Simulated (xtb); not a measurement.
C₈H₆N₂S, SMILES c1csc(-c2cncnc2)c1. All values are semi-empirical tight-binding results from xtb (GFN2-xTB unless named), good for trends rather than for accurate numbers. The structure is a stationary point at GFN2-xTB. Other conformers were not sampled.

| Quantity | Result |
|---|---|
| point group as xtb finds it | Cs |
| orbital gap | 2.28 eV |
| zero-point energy | 75.0 kcal/mol |
| G − E(el) at 298.15 K (modified RRHO) | 53.2 kcal/mol |
| static polarisability (D4 model) | 118.5 bohr³ |
| solvation energy, GFN2-xTB/ALPB(water) | -3.9 kcal/mol |
| solvation energy, GFN2-xTB/ALPB(ether) | -9.0 kcal/mol |
